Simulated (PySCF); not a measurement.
Compound: GeH7OPSi.
SMILES with atom numbers: `[SiH3:1][O:2][GeH2:3][PH2:4]` (hydrogens: H5, H6, H7 on Si1; H8, H9 on Ge3; H10, H11 on P4)

Theory: core-valence-separated Tamm–Dancoff BHandHLYP/aug-pcX-1 (pcseg-1 on H, def2-SVPD on Si, def2-SVPD on Ge, def2-SVPD on P) in PySCF, non-relativistic, gas phase, PBE0-D3(BJ)/def2-SVP geometry.

Computed oxygen K-edge spectrum, Gaussian lines of 0.4 eV full width, highest printed point 100; it ends one width below the last computed root. No empirical shift is added; at this level the pattern usually sits a few eV under experiment.

| photon energy (eV) | absorption |
| --- | --- |
| 531.0 | 1 |
| 531.1 | 5 |
| 531.2 | 17 |
| 531.3 | 36 |
| 531.4 | 54 |
| 531.5 | 58 |
| 531.6 | 44 |
| 531.7 | 24 |
| 531.8 | 9 |
| 531.9 | 2 |
| 532.0 | 0 |
| 532.1 | 0 |
| 532.2 | 0 |
| 532.3 | 1 |
| 532.4 | 4 |
| 532.5 | 14 |
| 532.6 | 36 |
| 532.7 | 67 |
| 532.8 | 88 |
| 532.9 | 82 |
| 533.0 | 56 |
| 533.1 | 34 |
| 533.2 | 33 |
| 533.3 | 51 |
| 533.4 | 74 |
| 533.5 | 89 |
| 533.6 | 96 |
| 533.7 | 100 |
| 533.8 | 98 |
| 533.9 | 89 |
| 534.0 | 80 |
| 534.1 | 75 |
| 534.2 | 69 |

**Question.** Assign the maxima to core holes.

**Answer.** 3 maxima:
- 531.5 eV: O2 (oxygen bonded to Ge and Si), 531.47 eV, f = 0.013, 100 % of the height at the exact maximum
- 532.8 eV: O2 (oxygen bonded to Ge and Si), 532.83 eV, f = 0.020, 100 % of the height at the exact maximum
- 533.7 eV: O2 (oxygen bonded to Ge and Si), 533.79 eV, f = 0.012, 53 % of the height at the exact maximum; O2 (oxygen bonded to Ge and Si), 533.67 eV, f = 0.005, 23 % of the height at the exact maximum; O2 (oxygen bonded to Ge and Si), 533.44 eV, f = 0.014, 16 % of the height at the exact maximum

Further lines of some strength in the range: O2, 533.98 eV, f = 0.005.

Roots within 0.03 eV on the same or equivalent atoms count as one line; shares under 12 % aren't listed.

Vibrational structure and lifetime widths aren't in the curve. The ionisation threshold wasn't computed; near and above it a finite basis only mimics Rydberg series and continuum. The BHandHLYP/aug-pcX-1 (pcseg-1 on H, def2-SVPD on Si, def2-SVPD on Ge, def2-SVPD on P) calculation is non-relativistic and has no spin–orbit coupling, an omission that weighs most on germanium.

Conformer computed: `[SiH3:1][O:2][GeH2:3][PH2:4]`: Si1–O2–Ge3–P4 11°, H–P4–Ge3–O2 -177°, H–P4–Ge3–O2 89°.

One conformer stands for the species.
